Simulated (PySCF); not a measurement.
Species: C7H12P (charge +1).
Atom-mapped SMILES: `[CH2:1]=[CH:2][C:3]1=[CH:4][CH2:5][CH2:6][P@@H+:7]1[CH3:8]` (hydrogens: H9, H10 on C1; H11 on C2; H12 on C4; H13, H14 on C5; H15, H16 on C6; H17 on P7; H18, H19, H20 on C8)

The same species was optimised twice, with GFN2-xTB and with PBE0-D3(BJ)/def2-SVP (PySCF), and the same property calculations (PySCF, gas phase) were run on both structures.

```json
{"coordinate": "C1=C2 (Å)", "GFN2-xTB": "1.328", "PBE0-D3(BJ)/def2-SVP": "1.339", "change": "+0.011"}
{"coordinate": "C2–C3 (Å)", "GFN2-xTB": "1.446", "PBE0-D3(BJ)/def2-SVP": "1.454", "change": "+0.008"}
{"coordinate": "C3=C4 (Å)", "GFN2-xTB": "1.345", "PBE0-D3(BJ)/def2-SVP": "1.354", "change": "+0.009"}
{"coordinate": "P7–C8 (Å)", "GFN2-xTB": "1.807", "PBE0-D3(BJ)/def2-SVP": "1.799", "change": "-0.008"}
{"coordinate": "C6–P7 (Å)", "GFN2-xTB": "1.822", "PBE0-D3(BJ)/def2-SVP": "1.816", "change": "-0.006"}
{"coordinate": "C4–C5 (Å)", "GFN2-xTB": "1.489", "PBE0-D3(BJ)/def2-SVP": "1.494", "change": "+0.005"}
{"coordinate": "C3–P7 (Å)", "GFN2-xTB": "1.799", "PBE0-D3(BJ)/def2-SVP": "1.794", "change": "-0.005"}
{"coordinate": "C5–C6 (Å)", "GFN2-xTB": "1.545", "PBE0-D3(BJ)/def2-SVP": "1.541", "change": "-0.004"}
{"coordinate": "C1–C2–C3 (°)", "GFN2-xTB": "122.9", "PBE0-D3(BJ)/def2-SVP": "125.0", "change": "+2.1"}
{"coordinate": "C6–P7–C8 (°)", "GFN2-xTB": "112.9", "PBE0-D3(BJ)/def2-SVP": "114.9", "change": "+2.0"}
{"coordinate": "C2–C3–P7 (°)", "GFN2-xTB": "122.7", "PBE0-D3(BJ)/def2-SVP": "124.4", "change": "+1.7"}
{"coordinate": "C3–P7–C8 (°)", "GFN2-xTB": "115.4", "PBE0-D3(BJ)/def2-SVP": "113.8", "change": "-1.6"}
{"coordinate": "C4–C3–P7 (°)", "GFN2-xTB": "109.0", "PBE0-D3(BJ)/def2-SVP": "107.5", "change": "-1.5"}
{"coordinate": "C3–P7–C6 (°)", "GFN2-xTB": "95.3", "PBE0-D3(BJ)/def2-SVP": "96.3", "change": "+1.0"}
{"coordinate": "C5–C6–P7 (°)", "GFN2-xTB": "105.4", "PBE0-D3(BJ)/def2-SVP": "104.6", "change": "-0.8"}
{"coordinate": "C3–C4–C5 (°)", "GFN2-xTB": "119.1", "PBE0-D3(BJ)/def2-SVP": "119.5", "change": "+0.4"}
{"coordinate": "C1–C2–C3–C4 (°)", "GFN2-xTB": "-177", "PBE0-D3(BJ)/def2-SVP": "-177", "change": "0"}
```

Rotational constants: A = 2387, B = 1592, C = 1076 MHz (GFN2-xTB) against A = 2417, B = 1546, C = 1067 MHz (PBE0-D3(BJ)/def2-SVP). Point groups within 0.08 Å: C1 and C1. Atoms that the bonding makes alike are paired by their places after alignment.

On the GFN2-xTB structure: HOMO (eV) -11.15 [PBE0/pcSseg-1]; LUMO (eV) -5.44 [PBE0/pcSseg-1]; GIAO shielding of C1 (ppm) 51.3 [PBE0/pcSseg-1]; GIAO shielding of C2 (ppm) 50.2 [PBE0/pcSseg-1]; GIAO shielding of C3 (ppm) 54.5 [PBE0/pcSseg-1]; GIAO shielding of C4 (ppm) 20.9 [PBE0/pcSseg-1]; GIAO shielding of C5 (ppm) 148.4 [PBE0/pcSseg-1]; GIAO shielding of C6 (ppm) 167.2 [PBE0/pcSseg-1]; GIAO shielding of P7 (ppm) 318.0 [PBE0/pcSseg-1]; GIAO shielding of C8 (ppm) 177.8 [PBE0/pcSseg-1].

Task: What do these properties become on the PBE0-D3(BJ)/def2-SVP structure?

Result: 
```
                                    property          level  on GFN2-xTB  on PBE0-D3(BJ)/def2-SVP  change
                                   HOMO (eV)  PBE0/pcSseg-1       -11.15                   -11.12   +0.03
                                   LUMO (eV)  PBE0/pcSseg-1        -5.44                    -5.49   -0.05
energy, GFN2-xTB geometry as zero (kcal/mol)  PBE0/pcSseg-1          0.0                     -1.0    -1.0
                  GIAO shielding of C1 (ppm)  PBE0/pcSseg-1         51.3                     49.0    -2.3
                  GIAO shielding of C2 (ppm)  PBE0/pcSseg-1         50.2                     49.1    -1.1
                  GIAO shielding of C3 (ppm)  PBE0/pcSseg-1         54.5                     54.7    +0.2
                  GIAO shielding of C4 (ppm)  PBE0/pcSseg-1         20.9                     18.9    -2.0
                  GIAO shielding of C5 (ppm)  PBE0/pcSseg-1        148.4                    148.7    +0.3
                  GIAO shielding of C6 (ppm)  PBE0/pcSseg-1        167.2                    166.4    -0.8
                  GIAO shielding of P7 (ppm)  PBE0/pcSseg-1        318.0                    315.2    -2.8
                  GIAO shielding of C8 (ppm)  PBE0/pcSseg-1        177.8                    177.6    -0.2
```

The heavy atoms differ by 0.036 Å rms after alignment. Among bonds between heavy atoms C1=C2 changes most (+0.011 Å). Changes are differences of the printed values. Neither structure is proved a minimum here. The structure is a single PBE0-D3(BJ)/def2-SVP conformer in the gas phase; no vibrational or solvent corrections.
